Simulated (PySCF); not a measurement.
ClGeH₅OSi, SMILES Cl[SiH2][O][GeH3].

Geometry optimised at PBE0-D3(BJ)/def2-SVP. This is a generated structure with no PubChem entry under its InChIKey; it may be hypothetical. One conformer was computed; it need not be the lowest.

The numbers are results of PBE/def2-TZVP run with PySCF, not measurements.

Isolated molecule, no solvent.

```json
{
  "total_energy": "-2904.34420 hartree",
  "highest_occupied_level": "-7.12 eV",
  "lowest_empty_level": "-1.11 eV",
  "orbital_gap": "6.01 eV",
  "dipole_moment": "1.30 D",
  "quadrupole, principal values (traceless, Buckingham form, about the centre of nuclear charge)": "-4.39, -0.44, 4.83 D·Å",
  "mean_static_polarisability": "70.3 bohr³ (10.41 Å³)",
  "polarisability_principal_values": "61.9, 71.1, 77.8 bohr³"
}
```
